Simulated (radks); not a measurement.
Fe4+, 22 electrons, occupied as [Ar] 3d4. Calculated with a radial shooting solver on a logarithmic mesh with Libxc functionals: scalar-relativistic Kohn-Sham, BLYP, spin-polarised, spherical densities, point nucleus; open shells are filled with parallel spins first.

X-ray form factor f0, the Fourier transform of the density (f0(0) = 22):

sin(theta)/lambda (1/angstrom),f0 (electrons)
0.05,21.799
0.1,21.216
0.15,20.309
0.2,19.156
0.25,17.851
0.3,16.480
0.4,13.821
0.5,11.562
0.6,9.824
0.8,7.678
1,6.549
1.25,5.595
1.5,4.728
2,3.204
